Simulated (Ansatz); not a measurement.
Reaction (substitution at a C–S bond): `CO[Si](F)(F)SC` + `C#CNCN` → `C#CN(C)CN` + `CO[Si](F)(F)S`

Calculated with Ansatz (gas phase, PBE0-D4/def2-TZVP geometries, no zero-point term in ΔE). CBS: MP2 limit from def2 TZ/QZ plus the TZ coupled-cluster correction, frozen cores. Functionals use def2-TZVPP. B3LYP here is the variant with VWN-RPA as its local correlation; programs differ in this. One conformer a species, not always the lowest.

Task: Is it downhill or uphill in electronic energy at CCSD(T)/CBS, and by how much? (Estimate.)

Result: The calculation gave: Uphill: ΔE = +1.3 kcal/mol.

Task: What do these levels give: PBE-D4, PBE0-D4, B3LYP-D4, ωB97M-V, PBE0, B3LYP, MP2/def2-TZVPP, SCS-MP2/def2-TZVPP, CCSD/def2-TZVPP, HF/def2-QZVPP, SCS-MP2/def2-QZVPP, MP2/CBS(def2)? (An estimate is asked.)

Result: The calculation gave: PBE-D4 2.1, PBE0-D4 1.9, B3LYP-D4 1.8, ωB97M-V 1.3, PBE0 2.1, B3LYP 2.0, MP2/def2-TZVPP 0.1, SCS-MP2/def2-TZVPP 0.2, CCSD/def2-TZVPP 0.3, HF/def2-QZVPP 1.7, SCS-MP2/def2-QZVPP 0.9, MP2/CBS(def2) 1.2 kcal/mol.

Largest T1 diagnostic among the species: 0.012.

In def2-TZVPP, CCSD(T) changes the Hartree–Fock value by −1.4 kcal/mol (the triples alone add −0.1 kcal/mol) and MP2 by −1.5 kcal/mol.
